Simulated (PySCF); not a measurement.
Al(Br)(Me)(Vi), SMILES C=[CH][Al]([CH3])[Br], PBE0/def2-SVP optimised geometry. Atoms within 1.6 Å of the plane z = 1.2 Å (x, y, z in Å): Al1 (0.30, 0.23, 0.00), Br2 (2.58, 0.23, 0.00), C3 (-0.61, 1.95, 0.00), H4 (-1.71, 1.86, 0.00), H6 (-0.33, 2.54, 0.89), C7 (-0.59, -1.49, 0.00), C8 (-1.93, -1.58, 0.00), H9 (-0.02, -2.43, 0.01), H10 (-2.46, -2.55, 0.00), H11 (-2.58, -0.70, 0.00).

Computed with PBE0/def2-TZVP (PySCF 2.14.0).

Map of the Laplacian of the electron density (e/bohr⁵) on the plane z = 1.2 Å:

```
|                               |
|                               |
|                               |
|                               |
|                               |
|            .:-:.              |
|           .-*#*:              |
|          .:*#=%+.             |
|          .-##=#+.             |
|         .:-#@@#=.             |
|         ..-+**=:.    ..       |
|          .:---:......::..     |
|           ..:......:-==-:.    |
|            ........-=**+-.    |
|             .......-+##*=:.   |
|             .......-+##*=:    |
|        ............:=++=-.    |
|       .....::.......:--:..    |
|      ..:-::---:..  ......     |
|      .:-----==:..             |
|      .:-==--==-.              |
|      .:-------:.              |
|       .:::::::..              |
|       .........               |
|                               |
|                               |
|                               |
|                               |
|                               |
|                               |
|                               |
```
Scale: ten equal steps from 0.000 (start of ' ') to 0.101 (end of '@'), in the order ' .:-=+*#%@'; x runs from -5.00 to 5.00, y from -5.00 (bottom) to 5.00 (top).
